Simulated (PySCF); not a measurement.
## Simulated absorption spectrum

C8H9Cl.
InChI=1S/C8H9Cl/c1-2-8(7-9)5-3-4-6-8/h1,3,5H,4,6-7H2/t8-/m0/s1

Method used: TDDFT B3LYP/def2-SVPD, vertical, gas phase, core orbitals frozen in the response (PySCF 2.14.0, density-fitted response routines). Geometry: PBE0-D3(BJ)/def2-SVP, one conformer, isolated molecule.

Broadening: Gaussians 0.4 eV wide at half height, area fixed by f = 4.319×10⁻⁹ ∫ε dν̃. The width is an assumption, not a result. The curve ends short of the highest state used, and states not computed would add to its high-energy end.

| E (eV) | ε (L mol⁻¹ cm⁻¹) |
| --- | --- |
| 5.39 | 8 |
| 5.41 | 12 |
| 5.44 | 21 |
| 5.47 | 37 |
| 5.49 | 52 |
| 5.52 | 86 |
| 5.55 | 138 |
| 5.57 | 186 |
| 5.60 | 282 |
| 5.63 | 417 |
| 5.66 | 596 |
| 5.68 | 745 |
| 5.71 | 1013 |
| 5.74 | 1338 |
| 5.76 | 1584 |
| 5.79 | 1991 |
| 5.82 | 2431 |
| 5.85 | 2885 |
| 5.87 | 3185 |
| 5.90 | 3613 |
| 5.93 | 3995 |
| 5.95 | 4217 |
| 5.98 | 4494 |
| 6.01 | 4702 |
| 6.04 | 4852 |
| 6.06 | 4930 |
| 6.09 | 5033 |
| 6.12 | 5144 |
| 6.14 | 5238 |
| 6.17 | 5423 |
| 6.20 | 5676 |
| 6.22 | 5882 |
| 6.25 | 6241 |
| 6.28 | 6638 |
| 6.31 | 7040 |
| 6.33 | 7290 |
| 6.36 | 7612 |
| 6.39 | 7839 |
| 6.41 | 7925 |
| 6.44 | 7947 |
| 6.47 | 7840 |
| 6.50 | 7619 |
| 6.52 | 7420 |
| 6.55 | 7069 |

Problem. Locate the maxima and give the states behind the curve.

Solution. 193 nm (6.43 eV), ε about 8000, made up of S3 (79%) (ε in L mol⁻¹ cm⁻¹; maxima over ε = 5, shares over 10%). The states used: S1 5.99 eV (f 0.054); S2 6.13 eV (f 0.013); S3 6.40 eV (f 0.094); S4 6.56 eV (f 0.014); S5 6.66 eV (f 0.019); S6 6.68 eV (f 0.0031); S7 6.78 eV (f 0.0034); S8 6.86 eV (f 0.025); S9 6.97 eV (f 0.030); S10 7.15 eV (f 0.0087).

Problem. What would ε be at 6.43 eV, the highest of these maxima, with half the width (0.2 eV)?

Solution. About 12700 L mol⁻¹ cm⁻¹ against 7950, a factor of about 1.6; a lone state at its own centre would give exactly 2.

Problem. On this curve, what absorbance would a 10⁻⁵ mol/L sample give at 222 nm over a 1 cm path?

Solution. 222 nm is 5.585 eV, where ε is about 230 L mol⁻¹ cm⁻¹, so A = ε c l ≈ 0.0023 (Beer–Lambert, with the gas-phase spectrum and the assumed width).

Problem. Coming from long wavelengths, where does ε first pass 100 L mol⁻¹ cm⁻¹?

Solution. At about 224 nm (5.53 eV), 0.46 eV below S1.

All these states lie below the vertical ionisation energy of 9.10 eV (ΔSCF).
